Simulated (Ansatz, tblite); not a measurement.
Spin states of the cluster SbTe₂⁺ (the lowest singlet isomer of a short search), each relaxed with PBE0-D4/def2-SVP in Ansatz. Electronic energies in the gas phase.

In the def2 sets Sb, Te take a core potential; there is no spin–orbit coupling. The xTB rows come from tblite. B3LYP takes the VWN-RPA correlation. HSE06 is defined as in plane-wave codes, on full-range PBE exchange. Correlated methods freeze 12 core orbitals; core or outer-core shells of Sb, Te are correlated, in sets that lack core-valence functions. The structure comes from a short search, and lower isomers may exist.

Singlet geometry (C2v within 0.1 Å):

Cartesian coordinates in Å:
```
Sb -0.120 -0.226 1.473
Te -0.281 -1.261 -0.975
Te 0.401 1.487 -0.498
```

Triplet geometry (C2v within 0.1 Å):

```xyz
3

Sb    0.868    0.040    1.389
Te   -1.559    0.163    0.003
Te    0.691   -0.203   -1.393
```

Quintet geometry (C2v within 0.1 Å):

```csv
atom,x (Å),y (Å),z (Å)
Sb1,-0.7140,0.2596,1.0701
Te2,-1.2285,-0.7645,-1.4390
Te3,1.9425,0.5050,0.3689
```

⟨S²⟩: triplet 2.01 at PBE0-D4/def2-TZVP (pure 2.00), quintet 6.02 at PBE0-D4/def2-TZVP (pure 6.00).

Run but left out: HF/STO-3G (singlet: restricted singlet, unstable in another Hartree–Fock run and untested here); HF/def2-TZVP (singlet: restricted singlet, unstable towards broken spin symmetry).

Only these spin states were relaxed. The quintet has other bonds than the singlet, so the gap mixes isomer and spin.

| level | triplet − singlet (kJ/mol) | quintet − singlet (kJ/mol) | lowest of these |
| --- | --- | --- | --- |
| GFN2-xTB | 72.1 | 322.9 | singlet |
| r2SCAN-D4/def2-TZVP | -0.6 | 178.6 | tie |
| B3LYP-D4/def2-TZVP | 8.5 | 186.8 | singlet |
| PBE0-D4/def2-TZVP | 0.7 | 188.9 | tie |
| r2SCAN0-D4/def2-TZVP | -12.6 | 166.1 | triplet |
| RPA@PBE/def2-TZVP | 19.7 | 194.0 | singlet |

**Question.** Estimate the rows for GFN1-xTB, PBE-D4/def2-TZVP, B97M-V/def2-TZVP, HSE06-D4/def2-TZVP, BHLYP-D4/def2-TZVP, MP2/def2-TZVP.

**Answer.** 
| level | triplet − singlet (kJ/mol) | quintet − singlet (kJ/mol) | lowest of these | remarks |
| --- | --- | --- | --- | --- |
| GFN1-xTB | 115.4 | 371.2 | singlet | – |
| PBE-D4/def2-TZVP | 15.2 | 202.8 | singlet | – |
| B97M-V/def2-TZVP | 5.3 | 181.5 | singlet | – |
| HSE06-D4/def2-TZVP | 0.8 | 187.3 | tie | – |
| BHLYP-D4/def2-TZVP | -7.9 | 166.0 | triplet | – |
| MP2/def2-TZVP | 14.9 | 249.5 | singlet | restricted SCF unstable (singlet) |

The xTB methods have no term that favours high spin, so they put low spin too low.
